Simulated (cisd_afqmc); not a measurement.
Input (AFQMC/CISD/def2-QZVPP; cisd_afqmc is a phaseless AFQMC code with CISD trial states that reads the integrals written by Ansatz): A basis named .json is the Basis Set Exchange file of that set.

Ansatz 0.2 input:
```python
import cisd_afqmc

open("ham.yaml", "w").write("""\
crystal:
  periodic: [false, false, false]
  atoms:
    - {symbol: Al, position_ang: [0.00000000, 0.00000000, 0.00000000]}
basis:
  gaussian:
    orbitals: def2-QZVPP.json
magnetization: {spin_polarized: true, initial_magnetization: 1}
correlation: {method: ccsd, electrons: outside_noble_gas, hamiltonian_folder: ham}
scf: {lower_state_search: full}
""")
rep = cisd_afqmc.ansatz("ham.yaml")
e_ccsd = rep["correlation"]["coupled_cluster"]["energy"]["hartree"]
out = cisd_afqmc.run("ham", e_ccsd, trial="CISD", walkers=2000, populations=1, threads=12, dt=0.005, steps=40, early=24, settle=10, least=100,
    cut=5e-5, rank_cut=2e-4, target=0.0004, seconds=1000, seed=4, memory=62639, gpu=True)
```

Output:

```
orbitals 65, occupied [2, 1], factors 330 of 408, rank of the doubles 87 of 190
E(HF) = -241.880671
E(CCSD) on the cut factors = -241.932932, shift to the whole factors 0.000000
Energy of the trial state on the determinant = -241.932791
  tau behind 7.2 of longer steps, mean of the populations' last blocks
   2.0  -241.93481
   4.0  -241.93444
   6.0  -241.93404
   8.0  -241.93447
  10.0  -241.93357
  12.0  -241.93447
  14.0  -241.93432
  16.0  -241.93457
  18.0  -241.93495
  20.0  -241.93434
  22.0  -241.93410
blocks 91 (9 outliers left out), error by blocks joined: 1: 0.00003, 2: 0.00003, 4: 0.00003
E(AFQMC/CISD) = -241.93446 +/- 0.00003
```

The error still grows at the longest joins of blocks, or few joins were possible, so the printed bar may be too narrow.
